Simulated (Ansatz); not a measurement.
Total energies of the cluster Mg₃N₂⁺ from Ansatz at PBE-D4/def2-TZVP, gas phase (1 Eh = 27.2114 eV = 2625.5 kJ/mol). The reference geometry is relaxed at PBE-D4/def2-SVP.

```xyz
5

Mg   -0.919    2.020    0.631
Mg   -0.693   -2.298   -1.087
Mg    1.857    1.083    0.837
N    -0.694   -0.209   -0.233
N     0.449   -0.596   -0.148
```

```
           state                    geometry  energy (Eh)
charge 1 doublet                   reference   -709.05687
charge 0 triplet                   reference   -709.24047
charge 1 quartet  relaxed at PBE-D4/def2-SVP   -709.03846
```

Q: Work out the vertical electron affinity, to the triplet.

A: E(charge 1 doublet) − E(charge 0 triplet) = -709.05687 − (-709.24047) = 0.18360 Eh = 5.00 eV.

Q: Which of the charge 1 states is lowest, and how far above it are the others?

A: The doublet. quartet: -709.03846 − (-709.05687) = 0.01841 Eh = 48.3 kJ/mol. The quartet differs in its bonds from the reference.

The structure comes from a short search, and lower isomers may exist.
